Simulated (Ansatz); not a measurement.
`[SiH3]OBO[SiH3]` + H–F → `FBO[SiH3]` + `O[SiH3]` at 700 K and 1 bar (ligand exchange at a B–O bond).

Gas-phase electronic energies from Ansatz, PBE0-D4/def2-TZVP geometries. CCSD(T)/CBS is the MP2 limit (def2-TZVPP, def2-QZVPP) plus CCSD(T) − MP2 in def2-TZVPP, frozen cores. This one scheme is used for every species. One conformer a species, not always the lowest.

```json
{"species": "`[SiH3]OBO[SiH3]`", "CCSD(T)/CBS energy (Eh)": "-757.67824", "H − E (kJ/mol)": "283.7", "S (J/(mol·K))": "517.6"}
{"species": "H–F", "CCSD(T)/CBS energy (Eh)": "-100.39570", "H − E (kJ/mol)": "45.2", "S (J/(mol·K))": "198.5"}
{"species": "`FBO[SiH3]`", "CCSD(T)/CBS energy (Eh)": "-491.38634", "H − E (kJ/mol)": "181.6", "S (J/(mol·K))": "407.7"}
{"species": "`O[SiH3]`", "CCSD(T)/CBS energy (Eh)": "-366.69042", "H − E (kJ/mol)": "144.6", "S (J/(mol·K))": "321.6"}
```

H − E and S are ideal-gas, rigid-rotor, harmonic terms from PBE0-D4/def2-TZVP, for one conformer and one mirror image of each species. 1 Eh = 2625.50 kJ/mol, R = 8.31446 J/(mol·K).

Question: By hand: ΔE, ΔH, ΔS and ΔG.

Answer: ΔE = (-491.38634) + (-366.69042) − (-757.67824) − (-100.39570) = -0.00282 Eh = -7.4 kJ/mol. Δ(H − E) = 181.6 + 144.6 − 283.7 − 45.2 = -2.7, so ΔH = -10.1 kJ/mol. ΔS = 407.7 + 321.6 − 517.6 − 198.5 = 13.2 J/(mol·K). ΔG = -10.1 − 700 × (13.2)/1000 = -19.3 kJ/mol.

Question: By hand: the equilibrium constant, and the temperature at which ΔG would vanish if ΔH and ΔS stayed fixed.

Answer: log₁₀ K = −ΔG/(RT ln 10) = 1.4. ΔH and −TΔS have one sign here, so there is no such temperature.

TΔS isn't small against ΔH here. A doubt of 5 kJ/mol in ΔE shifts log₁₀ K by 0.4 here. Other conformers and mirror images would add mixing entropy, several J/(mol·K) or more a flexible species. Modes under 60 cm⁻¹, often nearly free rotors, make the harmonic entropy too high. These are equilibria of isolated gas molecules and say nothing of rates. Largest T1 diagnostic: 0.013 (customary marks: 0.02 for closed shells, 0.045 for open ones).
